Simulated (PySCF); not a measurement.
Problem. Write a Z-matrix for `O[SiH](O)[GeH3]` as optimised with PBE0-D3(BJ)/def2-SVP.

Solution. 
Z-matrix in Å and degrees, rows numbered from 1:
```
O 
Si  1  1.6584
O   2  1.6668  1  107.89
Ge  2  2.3723  1  105.27  3  -119.41
H   1  0.9630  2  116.02  3   -47.92
H   2  1.5016  1  112.16  3   118.75
H   3  0.9608  2  117.59  1   145.77
H   4  1.5391  2  110.60  1    56.18
H   4  1.5402  2  111.82  1   -65.06
H   4  1.5431  2  109.93  1   175.36
```

Ge4 (germanium bonded to Si and 3 H) is tetrahedral (angles from 107.7° to 111.8°). Si2 (oxygen-bound silicon) is distorted tetrahedral (angles from 105.3° to 112.2°).

Level of theory: PySCF 2.14.0, PBE0-D3(BJ)/def2-SVP geometry optimisation, gas phase.

Whether it is a minimum is left open (no frequencies). The numbers are those of one conformer (H–O1–Si2–O3 -48°, O1–Si2–O3–H 146°).

The run took 75 s wall on Arm Neoverse V2, one thread, on a shared host, and the process peaked at 0.45 GiB of memory. These figures are those of the optimisation.
